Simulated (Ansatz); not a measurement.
One change: `C#[C][In]([CH3])[CH3]` becomes `[CH3][In]([CH3])[SH]`.

Ansatz, PBE0-D4/def2-TZVP geometries, multiplicity 1. Each molecule was computed in one conformer, which needn't be the lowest.

Elements past krypton have def2 core potentials.

| property | `C#[C][In]([CH3])[CH3]` |
| --- | --- |
| HOMO–LUMO gap (PBE/def2-TZVPP) / eV | 4.04 |
| HOMO energy (PBE/def2-TZVPP) / eV | -6.09 |
| HOMO energy (B3LYP/def2-TZVPP) / eV | -7.00 |
| size of the dipole moment (B3LYP/def2-TZVPP) / D | 1.16 |
| HOMO energy (PBE0/def2-TZVPP) / eV | -7.23 |
| size of the dipole moment (PBE/def2-TZVPP) / D | 1.15 |

**Question.** What does the change do to each property? (An estimate is asked.)

**Answer.** Computed: 
```csv
property,`[CH3][In]([CH3])[SH]`,shift
HOMO–LUMO gap (PBE/def2-TZVPP) / eV,4.21,0.17
HOMO energy (PBE/def2-TZVPP) / eV,-5.87,0.22
HOMO energy (B3LYP/def2-TZVPP) / eV,-6.79,0.21
size of the dipole moment (B3LYP/def2-TZVPP) / D,2.45,1.29
HOMO energy (PBE0/def2-TZVPP) / eV,-7.04,0.19
size of the dipole moment (PBE/def2-TZVPP) / D,2.38,1.23
```

With PBE0 the HOMO rises by 0.19 eV and the LUMO rises by 0.36 eV, so the gap widens by about 0.17 eV. PBE moves the HOMO by 0.22 eV and ωB97M-V by 0.15 eV. Dipoles are sizes alone; their direction can turn.

Positive LUMOs are unbound, so they and the gaps depend on the basis.

B3LYP here is the variant with VWN-RPA as its local correlation; programs differ in this.
